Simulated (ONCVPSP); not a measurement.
**mercury (Hg): ONCV pseudisation with LDA (Perdew-Zunger), scalar-relativistic reference atom.**

Hg, optimised norm-conserving Vanderbilt (ONCV), made with ONCVPSP 4.0.1 (LDA (Perdew-Zunger), scalar-relativistic). Core [Kr] 4d10, reference 4f14 5s2 5p6 5d10 6s1.5 6p0.5. Waves: 5s+6s: rc 1.55 bohr, ncon 4, nbas 9, qcut 9.4 1/bohr, 2 projectors; 5p+6p: rc 1.45 bohr, ncon 4, nbas 8, qcut 11.8 1/bohr, 3 projectors, debl 1.4 Ha; 5d: rc 1.85 bohr, ncon 3, nbas 8, qcut 7.3 1/bohr, 2 projectors, debl 1.7 Ha; 4f: rc 0.45 bohr, ncon 3, nbas 6, qcut 28.5 1/bohr, 2 projectors, debl 2 Ha. Local part: polynomial inside 0.45 bohr (lpopt 1, dvloc0 -1 Ha). Core correction: Teter function, fcfact 2.25, rcfact 1.15.

In the f channel the program set the typed energies aside and used -3.583, 0.250 Ha.

All-electron outer shells of the reference configuration (LDA (Perdew-Zunger), scalar-relativistic, ld1.x):

```csv
shell,level (eV),outermost node (bohr),outermost maximum (bohr)
4p,-577.31,0.22,0.39
4d,-349.85,0.20,0.40
5s,-119.72,0.47,0.82
4f,-97.49,–,0.37
5p,-67.93,0.51,0.92
5d,-11.19,0.55,1.17
6s,-7.97,1.08,2.18
6p,-1.81,1.27,3.18
```

Q: Does the generator finish with these settings?

A: Yes, a potential is produced.

Q: Does the potential have ghost states?

A: Ghosts flagged at negative energy: s at -1270.8 eV, p at -372.8 eV; GHOST(+) flagged for s at 236.5 eV, d at 366.5 eV. A true bound ghost makes a file unfit for plane-wave use.

Q: Tests: 4f14 5s2 5p6 5d10 6s2 6p0; 4f14 5s2 5p6 5d10 6s1 6p0; 4f14 5s2 5p6 5d10 6s0 6p0; 4f14 5s2 5p5 5d10 6s2 6p0. Which has the largest error in its energy relative to the reference configuration, and how large is it?

A: 4f14 5s2 5p5 5d10 6s2 6p0, with -110 meV (all-electron minus pseudo) on +70.51 eV.
